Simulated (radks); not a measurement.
The numbers below are computed, except where a source is named.
Li+, 2 electrons, occupied as [He]. Code: a radial shooting solver on a logarithmic mesh with Libxc functionals. Model: scalar-relativistic Kohn-Sham, BLYP, spin-unpolarised, spherical densities, finite nucleus; Fermi nuclear charge, rms radius 2.444 fm.

Normalised radial functions P(r) = r R(r), r in bohr:

r	1s
0.0197	0.1741
0.02484	0.2161
0.03133	0.2672
0.03983	0.3311
0.05023	0.4046
0.06335	0.4905
0.08053	0.5922
0.1016	0.7012
0.1281	0.8173
0.1628	0.9378
0.2053	1.0447
0.259	1.1290
0.3292	1.1765
0.4151	1.1690
0.5236	1.0990
0.6656	0.9603
0.8394	0.7748
1.059	0.5649
1.346	0.3574
1.697	0.1965
2.14	0.0889

1s: eigenvalue -60.719 eV, 0 radial nodes, <r> = 0.579 bohr, 90 % of the charge inside 1.05 bohr.
